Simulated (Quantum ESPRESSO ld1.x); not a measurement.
Results of a calculation; reference values are marked as such.
Tl2+, configuration [Kr] 4d10 4f14 5s2 5p5.5 5d10 6s1 6p0.5 (fractional occupations, a model configuration).

Level of theory: scalar-relativistic Kohn-Sham, LDA (Slater exchange, VWN5 correlation), spin-polarised, spherical densities, point nucleus; open shells are filled with parallel spins first (ld1.x of Quantum ESPRESSO 7.5).

Energy parts (eV):
total: -550556.9
kinetic: 620169.9
electron-nucleus: -1371776.9
Hartree: 211028.0
exchange-correlation: -9977.9

Orbitals (lengths in bohr, moments of r in powers of bohr):
orbital	occ.	eigenvalue (eV)	<r^2>	<r^4>
1s up	1	-85594.0	0.0003690	3.759e-07
1s down	1	-85593.9	0.0003690	3.759e-07
2s up	1	-15259.6	0.005608	0.00005454
2s down	1	-15259.6	0.005608	0.00005454
2p up	3	-13130.9	0.004757	0.00004492
2p down	3	-13130.8	0.004757	0.00004492
3s up	1	-3659.12	0.03611	0.001964
3s down	1	-3659.04	0.03611	0.001964
3p up	3	-3046.63	0.03731	0.002180
3p down	3	-3046.55	0.03731	0.002179
3d up	5	-2411.57	0.03089	0.001673
3d down	5	-2411.49	0.03089	0.001672
4s up	1	-833.427	0.1733	0.04329
4s down	1	-833.299	0.1733	0.04328
4p up	3	-632.635	0.1984	0.05812
4p down	3	-632.494	0.1984	0.05809
4d up	5	-397.400	0.2235	0.07883
4d down	5	-397.238	0.2234	0.07874
4f up	7	-136.881	0.2625	0.1365
4f down	7	-136.685	0.2621	0.1360
5s up	1	-153.401	0.8562	1.057
5s down	1	-152.867	0.8557	1.055
5p up	3	-98.0867	1.133	1.918
5p down	2.5	-97.5226	1.131	1.908
5d up	5	-36.5286	2.089	7.449
5d down	5	-35.8163	2.064	7.248
6s up	1	-27.7234	5.528	44.98
6s down	0	-26.5436	5.535	45.53
6p up	0.5	-17.8129	8.740	113.9
6p down	0	-16.6591	9.046	124.0

The highest occupied level is 6p up at -17.813 eV. The configuration is held as typed, so some empty levels lie below it. The density falls to 0.001 e/bohr^3 at r = 3.81 bohr. Spin moment in Bohr magnetons: 2. Summed over all electrons, <r^2> = 46.70 bohr^2, which gives a Langevin (diamagnetic) susceptibility term of -37 x 10^-6 cm^3/mol.
